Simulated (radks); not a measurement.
Problem. These are the eigenvalues of the occupied orbitals of an atom or ion with whole-number occupations (hartree). Calculated with a radial shooting solver on a logarithmic mesh with Libxc functionals: Dirac Kohn-Sham, exchange-only B88, spin-unpolarised, spherical densities, point nucleus.

orbital  eigenvalue
1s1/2     -585.7715
2s1/2     -79.46622
2p1/2     -72.34623
2p3/2     -69.83049
3s1/2     -12.44015
3p1/2      -9.85535
3p3/2      -9.46960
3d3/2      -4.93022
3d5/2      -4.86291
4s1/2      -1.69291
4p1/2      -1.05757
4p3/2      -1.01461
5s1/2      -0.28694

Which element is it, and in what charge state? The configuration may be excited. Open shells, if any, fill j = l - 1/2 first.

Solution. Z = 38, strontium, charge +1: Sr+ in [Kr] 5s1. The list shows which subshells hold electrons but not how many an open one holds; the 1s level, -585.77 hartree, gives Z - s = 34.2 by -(Z - s)^2/2, which with screening and relativity narrows Z to a few neighbours, and the depths of the outer levels then fix element, charge and occupations together.
